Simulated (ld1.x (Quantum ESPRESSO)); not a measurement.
# What one change does to a pseudopotential (palladium, TM)

ld1.x (Quantum ESPRESSO) 7.5 input, shortened:

```
&input
   title='Pd', zed=46., rel=0, dft='PZ', iswitch=3,
   config='[Kr] 4d10 5s0'
 /
 &inputp
   pseudotype=2, tm=.true., lloc=0,
   nlcc=.true., new_core_ps=.true., rcore=0.65
 /
3
4P  2  1   6.00   0.00  1.15  1.15  0.0
4D  3  2  10.00   0.00  1.75  1.75  0.0
4S  1  0   2.00   0.00  1.05  1.05  0.0
 &test
   configts(1)='4s2 4p6 4d10 5s0'
 /
```

All-electron outer shells of the reference configuration (LDA (PZ), non-relativistic, ld1.x):

| shell | level (eV) | outermost node (bohr) | outermost maximum (bohr) |
| --- | --- | --- | --- |
| 4s | -78.62 | 0.47 | 0.88 |
| 4p | -49.39 | 0.46 | 0.92 |
| 4d | -4.38 | 0.45 | 1.09 |
| 5s | -3.10 | 1.19 | 2.81 |

Change: wave 4s (bound): rc 1.05 bohr becomes 4s (bound): rc 1.28 bohr.

Cutoffs: the cutoffs (Ry, on a coarse ladder) from which the occupation-weighted sum of valence levels, in a spherical-Bessel basis at the reference potential, stays within 10 and 1 mRy of its value at 400 Ry; they do not see the model core or the augmentation charge, which bear on the density cutoff. Errors are all-electron minus pseudo energies relative to the spin-unpolarised reference configuration.

Q: What does the change do?

A: The potential gets softer (140 Ry and 230 Ry → 140 Ry and 180 Ry); of the 9 tests that both files solve, the error grows in 7 and shrinks in 1 by more than 15 % and 0.3 meV (median size 13.3 → 11.0 meV); the range in which the s phases agree narrows (upper end 0.9 → -0.2); neither file shows a bound ghost. A larger radius leaves more room for a smooth pseudo-wave, so fewer plane waves are needed.

| quantity | base | changed |
| --- | --- | --- |
| cutoff, loose | 140 Ry | 140 Ry |
| cutoff, tight | 230 Ry | 180 Ry |
| loose cutoff by channel (10 mRy a level) | p 70 Ry, d 50 Ry, s 110 Ry | p 70 Ry, d 50 Ry, s 80 Ry |
| bound ghosts | none | none |
| error for 4s2 4p6 4d9 5s0, meV [ΔE 9.53 eV] | +0.1 | +1.4 |
| error for 4s2 4p6 4d8 5s0, meV [ΔE 30.90 eV] | +2.5 | +11 |
| error for 4s2 4p6 4d7 5s0, meV [ΔE 65.92 eV] | +15 | +42 |
| error for 4s2 4p6 4d9.5 5s0, meV [ΔE 3.42 eV] | -0.1 | +0.2 |
| error for 4s2 4p5 4d10 5s0, meV [ΔE 55.43 eV] | -13 | -3.9 |
| error for 4s2 4p6 4d9 5s1, meV [ΔE 2.13 eV] | +79 | +303 |
| error for 4s2 4p6 4d8 5s1, meV [ΔE 14.97 eV] | +134 | +510 |
| error for 4s2 4p6 4d9 5s0 (spin-polarised), meV [ΔE 9.38 eV] | +4.7 | +6.3 |
| error for 4s2 4p6 4d8 5s0 (spin-polarised), meV [ΔE 30.26 eV] | +24 | +34 |
| s: phases at 1.90 bohr within 0.05 rad from the reference energy up to (Ry; the scan ends near 5) | 0.9 | -0.2 |
| p: phases at 1.90 bohr within 0.05 rad from the reference energy up to (Ry; the scan ends near 5) | 2.2 | 1.6 |
| d: phases at 1.90 bohr within 0.05 rad from the reference energy up to (Ry; the scan ends near 5) | to the end of the scan | 4.7 |
